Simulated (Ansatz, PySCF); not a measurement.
Gas-phase reaction R1 + R2 → P1 + P2, each structure at its B3LYP-D3(BJ)/def2-SVP stationary point, reached from a drawn start (curvature not checked).
R1, H11NO3Si4 (SMILES N[Si](O[SiH3])(O[SiH3])O[SiH3]) (charge 0, multiplicity 1, Z-matrix in Å and degrees):
```
Si
O 1 1.6485
O 1 1.6528 2 109.25
O 1 1.6538 2 110.59 3 114.45
Si 2 1.6633 1 141.01 3 -39.39
Si 4 1.6648 1 139.40 2 47.73
Si 3 1.6665 1 135.79 2 96.77
N 1 1.7023 2 106.51 5 -164.13
H 8 1.0142 1 120.81 2 176.99
H 8 1.0144 9 111.81 1 148.07
H 5 1.4877 2 108.31 1 157.79
H 6 1.4878 4 108.12 1 159.51
H 7 1.4878 3 107.86 1 -164.14
H 7 1.4903 13 109.28 3 120.38
H 5 1.4906 11 109.43 2 -119.90
H 6 1.4907 12 109.32 4 -119.75
H 6 1.4910 12 109.55 16 -119.57
H 5 1.4915 11 109.56 15 -119.55
H 7 1.4921 13 109.26 14 119.33
```
P1: H10O4Si4 (SMILES O[Si](O[SiH3])(O[SiH3])O[SiH3]), charge 0, multiplicity 1.
R2, H2O (SMILES O) (charge 0, multiplicity 1, Z-matrix in Å and degrees):
```
O
H 1 0.9667
H 1 0.9667 2 103.09
```
P2: NH3 (SMILES N), charge 0, multiplicity 1.

P less R. No zero-point or thermal terms. One arrangement of each flexible species, with no search for the lowest.

Correlated levels freeze the cores.

Codes used: Ansatz (Gaussian basis) for Hartree–Fock, density functionals and correlated methods; PySCF for the D3/D4 terms. All values are computed, each at the level named.

Total energies in hartree:

| structure | PBE/def2-TZVPP | B3LYP-D3(BJ)/def2-TZVPP | CCSD(T)/cc-pV(D+d)Z |
|---|---|---|---|
| R1 | -1444.552425 | -1445.620967 | -1442.748046 |
| P1 | -1464.439885 | -1465.516128 | -1462.605966 |
| R2 | -76.380213 | -76.467124 | -76.241267 |
| P2 | -56.510747 | -56.589539 | -56.402647 |

Question: Work out the reaction energy at each level in kcal/mol (1 hartree = 627.50947 kcal/mol), and say how far PBE/def2-TZVPP lies from CCSD(T)/cc-pV(D+d)Z.

Answer: 
- PBE/def2-TZVPP: (-1464.439885) + (-56.510747) − (-1444.552425) − (-76.380213) = -0.017994 hartree = -11.29 kcal/mol
- B3LYP-D3(BJ)/def2-TZVPP: (-1465.516128) + (-56.589539) − (-1445.620967) − (-76.467124) = -0.017576 hartree = -11.03 kcal/mol
- CCSD(T)/cc-pV(D+d)Z: (-1462.605966) + (-56.402647) − (-1442.748046) − (-76.241267) = -0.019300 hartree = -12.11 kcal/mol
PBE/def2-TZVPP less CCSD(T)/cc-pV(D+d)Z: 0.82 kcal/mol. CCSD(T)/cc-pV(D+d)Z is the level counted from, the highest shown, and no exact or measured value.

Ansatz is an electronic-structure program.
